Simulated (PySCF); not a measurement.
ZnH, SMILES [ZnH] (connectivity only; charge and spin as stated), neutral, multiplicity 2.

Geometry optimised at B3LYP-D3(BJ)/def2-TZVPD. The spin state was assumed, not searched.

All values below come from PBE/def2-TZVPD (PySCF).

Computed frontier levels, dipole moment and polarisability:
* **α spin, highest occupied and lowest empty level**: -4.57 and -1.62 eV
* **β spin, highest occupied and lowest empty level**: -7.68 and -3.28 eV
* **dipole moment**: 0.47 D
* **mean static polarisability**: 40.0 bohr³ (5.92 Å³)
* **polarisability, principal values**: 36.7, 36.7, 46.5 bohr³
* **⟨S²⟩**: 0.754 (pure state 0.75)
